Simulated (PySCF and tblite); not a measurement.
Results of a calculation; reference values are marked as such.
C₅H₁₀O₂S, numbered as in [CH3:1][CH2:2]/[CH:3]=[CH:4]/[S:5]([CH3:6])(=[O:7])=[O:8].

Search: ETKDG and KDG, MMFF94s, GFN2-xTB, 150 starts; geometries at GFN2-xTB. Weights use PBE0-D3(BJ)/pcSseg-1 energies plus GFN2-xTB zero-point and thermal terms (modes under about 100 cm⁻¹ blended into free rotors). Symmetry numbers and mirror images are counted. Conformers within 2.5 kcal/mol (GFN2-xTB free energy) were kept, 4 at most. GIAO shieldings: PBE0/pcSseg-1. Shifts are against TMS (¹H), TMS (¹³C) at the same level. Programs: PySCF with density fitting and tblite.

Q: Predict the averaged NMR shifts at 298.15 K.

A: ¹H: 7.12 (H3, 1H), 6.14 (H4, 1H), 2.54 (H6, 3H), 2.35 (H2, 2H), 1.18 (H1, 3H) ppm. ¹³C: 156.8 (C3), 138.4 (C4), 49.3 (C6), 29.4 (C2), 13.8 (C1) ppm.

Q: How do the conformers differ?

A: Torsions listed: C1–C2–C3–C4, C3–C4–S5–O7. Of a mirror pair one member is shown.
```tsv
conformer	shape	weight %
1	0°, -135°	44.1
2	-121°, -135°	28.7
3	-123°, 4°	27.2
```

```json
{"signal": "H1", "1": "1.17", "2": "1.20", "3": "1.16", "average": "1.18"}
{"signal": "H2", "1": "2.40", "2": "2.29", "3": "2.32", "average": "2.35"}
{"signal": "H3", "1": "7.28", "2": "6.98", "3": "6.99", "average": "7.12"}
{"signal": "H4", "1": "6.06", "2": "6.20", "3": "6.21", "average": "6.14"}
{"signal": "H6", "1": "2.54", "2": "2.54", "3": "2.54", "average": "2.54"}
{"signal": "C1", "1": "11.5", "2": "15.7", "3": "15.8", "average": "13.8"}
{"signal": "C2", "1": "28.3", "2": "30.4", "3": "30.1", "average": "29.4"}
{"signal": "C3", "1": "156.6", "2": "156.8", "3": "156.9", "average": "156.8"}
{"signal": "C4", "1": "137.5", "2": "139.1", "3": "139.1", "average": "138.4"}
{"signal": "C6", "1": "49.3", "2": "49.2", "3": "49.2", "average": "49.3"}
```

The minima are those of GFN2-xTB; planar forms about aryl–S or allylic bonds may be saddles in DFT. Shifts are unscaled: against experiment ¹³C can be off by 15 ppm or more and ¹H by 0.8 ppm.


Conformer gaps in pcSseg-1 on xTB geometries can be 2 kcal/mol off for S=O, P=O and other polar bonds.